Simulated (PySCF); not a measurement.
B3LYP has the VWN-RPA correlation part, as in Gaussian. Excitations are Tamm–Dancoff values on a coarser integration grid. The basis has no diffuse functions, so Rydberg states are missing or too high.

Cartesian coordinates (Å):
```xyz
5

F     -1.0414    -1.3444    -0.0584
Ge     0.0000     0.0000     0.0000
F     -0.9179     1.4315    -0.0594
F      1.0628    -0.0477    -1.3279
F      0.8965    -0.0394     1.4457
```
Charge 0, spin multiplicity 1.

**Question.** What S1–T1 gap (TDA), HOMO and brightest of the four lowest singlets (TDA) does B3LYP-D3(BJ)/def2-TZVP (PySCF 2.14.0) give?

**Answer.** 
```
Item                                             Value
-------------------------------------------  ---------
S1–T1 gap (TDA)                                0.44 eV
HOMO                                         -12.36 eV
brightest of the four lowest singlets (TDA)    9.24 eV
```
